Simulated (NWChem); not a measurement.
Species: GeSiH$_{4}$S, singlet; SMILES [Ge]([SiH3])[SH]

```xyz
7

Ge    -0.8463    -0.1792     0.0000
S      0.9647    -1.5072     0.0000
H      0.2994    -2.7033     0.0000
Si     0.6186     1.8319     0.0000
H      2.1024     1.5591     0.0000
H      0.2915     2.6740     1.2112
H      0.2915     2.6740    -1.2112
```
Atoms are numbered in this order, from 1.

Results from NWChem. Pople sets run with spherical d functions. Low-valent species are run as closed-shell singlets; no triplet was tried in these runs. The geometry was optimised at PBE-D3(BJ)/def2-SVP.

Question: What does the run give for Hartree-Fock/6-31G*? Quantities: highest occupied level (eV); orbital gap (eV); dipole (D).

Answer: 
- highest occupied level (eV): -8.78
- orbital gap (eV): 8.90
- dipole (D): 1.42
